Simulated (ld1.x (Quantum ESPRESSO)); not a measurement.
Before and after: TM semilocal potential for arsenic (As)

- Element: As
- Generator: ld1.x (Quantum ESPRESSO) 7.5
- Type: norm-conserving Troullier–Martins (semilocal form)
- Functional: LDA (PZ)
- Relativity: scalar-relativistic
- Frozen core: [Ar] 3d10
- Valence charge: 5
- Reference configuration: 4s2 4p3
- Partial waves: 4s (bound): rc 1.50 bohr; 4d channel at 0.3 Ry: rc 1.70 bohr; 4p (bound): rc 2.20 bohr
- Local potential: the p channel
- Core correction: none

All-electron outer shells of the reference configuration (LDA (PZ), scalar-relativistic, ld1.x):

```json
{"shell": "3p", "level (eV)": "-133.41", "outermost node (bohr)": "0.22", "outermost maximum (bohr)": "0.52"}
{"shell": "3d", "level (eV)": "-40.89", "outermost node (bohr)": "–", "outermost maximum (bohr)": "0.47"}
{"shell": "4s", "level (eV)": "-14.70", "outermost node (bohr)": "0.73", "outermost maximum (bohr)": "1.61"}
{"shell": "4p", "level (eV)": "-5.35", "outermost node (bohr)": "0.78", "outermost maximum (bohr)": "1.97"}
```

Change: core correction a·sin(br)/r model core inside 0.88 bohr.

Cutoffs: the cutoffs (Ry, on a coarse ladder) from which the occupation-weighted sum of valence levels, in a spherical-Bessel basis at the reference potential, stays within 10 and 1 mRy of its value at 400 Ry; they do not see the model core or the augmentation charge, which bear on the density cutoff. Errors are all-electron minus pseudo energies relative to the spin-unpolarised reference configuration.

Question: What does the change do?

Answer: The potential gets neither clearly harder nor softer (35 Ry and 50 Ry → 35 Ry and 50 Ry); of the 9 tests that both files solve, the error grows in 1 and shrinks in 5 by more than 15 % and 0.3 meV (median size 39.7 → 7.1 meV); neither file shows a bound ghost. A semilocal file is local in each channel, so a ghost entry of none says nothing of the separable form that plane-wave codes build from it. A model core, the more so a compact one, raises the density cutoff, which this test does not measure.

| quantity | base | changed |
| --- | --- | --- |
| cutoff, loose | 35 Ry | 35 Ry |
| cutoff, tight | 50 Ry | 50 Ry |
| bound ghosts | none | none |
| error for 4s2 4p2, meV [ΔE 9.33 eV] | +2.6 | -2.9 |
| error for 4s2 4p1, meV [ΔE 27.49 eV] | +22 | -23 |
| error for 4s2 4p0, meV [ΔE 55.53 eV] | +87 | -102 |
| error for 4s2 4p3.3, meV [ΔE -1.28 eV] | +0.3 | +0.2 |
| error for 4s0 4p5, meV [ΔE 19.21 eV] | +40 | -18 |
| error for 4s1 4p4, meV [ΔE 9.48 eV] | +8.6 | -5.0 |
| error for 4s1 4p0, meV [ΔE 106.64 eV] | +440 | -368 |
| error for 4s2 4p3 (spin-polarised), meV [ΔE -1.32 eV] | +173 | -4.6 |
| error for 4s2 4p2 (spin-polarised), meV [ΔE 8.60 eV] | +118 | -7.1 |
| s: phases at 2.39 bohr within 0.05 rad from the reference energy up to (Ry; the scan ends near 5) | 2.6 | 2.6 |
| p: phases at 2.39 bohr within 0.05 rad from the reference energy up to (Ry; the scan ends near 5) | 3.3 | 3.3 |
| d: phases at 2.39 bohr within 0.05 rad from the reference energy up to (Ry; the scan ends near 5) | 0.9 | 0.9 |
